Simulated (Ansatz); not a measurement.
Ansatz (a quantum-chemistry and plane-wave program) input:

Ansatz 0.2 input:
```yaml
crystal:
  periodic: [false, false, false]
  atoms:
    - {symbol: Ga, position_ang: [-0.00000000, -0.00000000, -1.65171333]}
    - {symbol: I, position_ang: [0.00000000, 0.00000000, 0.96609648]}
basis:
  gaussian:
    orbitals: def2-TZVP
hamiltonian:
  xc: {name: PBE0}
relax: {f_tol: 0.003, max_steps: 100}
```

Task: Which total energy does the run end on?

Result: -2222.38493 Eh (PBE0/def2-TZVP). The basis has 98 functions.
